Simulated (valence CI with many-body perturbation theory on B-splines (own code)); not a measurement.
## Tb15+: one-electron terms

Computed by relativistic CI+MBPT: four valence electrons over a frozen Dirac-Fock core [Kr] 4d10, radial functions for each j: 7 s, 7 p, 7 d, 7 f, 4 g, 2 h, with the one-electron correlation potential Σ1 (screened to all orders), the two-electron term Σ2, the three-electron term Σ3, Breit, model QED; selected single and double excitations, second order for the rest, scaled by the run's own slope (own B-spline code, finite nucleus).

No measured spectrum was set against this ion. As an estimate, terms of the open shell hold to a few per cent of their energy, and close levels can change places; configurations with another count of f electrons can be misplaced by thousands of cm⁻¹.

These are the spectroscopic orbitals of the CI (the correlating ones are not listed), shaped by the core and the other valence electrons. h is the expectation value of the core's Dirac-Fock operator, without the valence repulsion; Σ1 is computed up to l = 3 at one energy for each symmetry, that of its lowest orbital but kept below the first core excitation, so for empty shells it is not the orbital's own correlation shift; Breit and QED include the response of the core.

```
Orbital  h (hartree)  Σ1 (cm⁻¹)  Breit (cm⁻¹)  QED (cm⁻¹)  ⟨r⟩ (bohr)
  5s1/2      -14.275     -18425          1289        1149       1.083
  6s1/2       -8.525      -5339           544         479       1.837
  7s1/2      -5.7093      -2517           296         262       2.755
  5p1/2      -13.153     -17306          1946       -15.7       1.137
  6p1/2      -7.9854      -5335           864        -7.1       1.920
  7p1/2      -5.4058      -2576           481        -3.9       2.872
  5p3/2      -12.732     -16010          1105        86.5       1.178
  6p3/2      -7.7887      -5110           499        38.7       1.971
  7p3/2      -5.2967      -2502           303        21.8       2.933
  5d3/2        -10.9     -11800           536       -62.6       1.302
  6d3/2      -6.9011      -4604           284       -32.2       2.142
  7d3/2      -4.7868      -2384           166       -18.7       3.171
  5d5/2      -10.818     -11358           280       -30.2       1.314
  6d5/2      -6.8605      -4469           149       -15.6       2.156
  7d5/2      -4.7636      -2322          89.4        -9.0       3.187
  4f5/2      -15.467     -26747          -422        -209      0.6350
  5f5/2      -8.7036      -7900         -35.8       -46.7       1.501
  4f7/2      -15.418     -26278          -969        -169      0.6388
  5f7/2       -8.687      -7853          -166       -36.2       1.504
  5g7/2      -7.2168                    -27.7        -3.3       1.641
  5g9/2      -7.2167                    -40.7        -1.9       1.641
```

Among the shells of the start configuration 4f4, Σ1 is largest in size for 4f5/2, where it is 0.79 % of h.

Lowest root of each symmetry, sizes in configuration state functions:

```tsv
J	Parity	Roots	Reference	Variational	Second order	Change by selected CI (cm⁻¹)	Change by second order (cm⁻¹)
0	even	6	37	9717	120313	-7126	-8
1	even	8	74	20420	318597	-6159	-7
2	even	19	125	29472	505310	-6261	-9
3	even	14	124	25532	580834	-6198	-13
4	even	22	132	27599	560118	-5069	-14
5	even	15	102	25521	509905	-5027	-10
6	even	15	82	27054	538184	-5017	-8
7	even	7	47	18026	105196	-5037	-4
8	even	7	29	13900	124669	-5083	-5
9	even	2	9	8369	31455	-5822	-5
10	even	2	3	5564	17127	-5846	-4
0	odd	2	25	6996	76204	-9944	-16
1	odd	8	71	22832	222364	-8354	-11
2	odd	13	104	31993	443848	-8371	-13
3	odd	14	119	31985	437829	-8329	-21
4	odd	14	115	31983	463302	-7807	-22
5	odd	12	96	31996	432599	-7905	-15
6	odd	8	69	28975	366177	-7911	-11
7	odd	6	44	22854	286708	-7923	-11
8	odd	4	25	16014	191783	-7956	-10
9	odd	1	12	8083	139173	-8614	-18
```
